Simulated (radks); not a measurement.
The mean radii <r> (bohr) of the occupied orbitals of an atom or ion are listed with their occupations. Calculated with a radial shooting solver on a logarithmic mesh with Libxc functionals: scalar-relativistic Kohn-Sham, Wu-Cohen GGA, spin-polarised, spherical densities, finite nucleus; Fermi nuclear charge, rms radius of each element as measured or else 0.836 A^(1/3) + 0.57 fm.

orbital  occ.      <r>
1s up       1  0.02002
1s down     1  0.02002
2s up       1  0.08489
2s down     1  0.08489
2p up       3  0.07541
2p down     3  0.07541
3s up       1   0.2210
3s down     1   0.2210
3p up       3   0.2203
3p down     3   0.2203
3d up       5   0.1999
3d down     5   0.1999
4s up       1   0.4979
4s down     1   0.4979
4p up       3   0.5285
4p down     3   0.5285
4d up       5   0.5717
4d down     5   0.5718
5s up       1    1.230
5s down     1    1.231
5p up       3    1.472
5p down     3    1.468
4f up       7   0.8045
6s up       1    3.540
4f down     6   0.8064

Name the element and its charge. Open shells, if any, are filled with parallel spins first.

Answer. Z = 69, thulium, charge +1: Tm+ in [Xe] 4f13 6s1. The 1s radius gives Z: for a bare nucleus <r> = (2 gamma + 1)/(2Z) with gamma = sqrt(1 - (Z/c)^2), 0.01977 bohr for Z = 69, and screening makes it slightly larger (0.02002 here). The occupations add up to 68, and the charge is Z minus that.
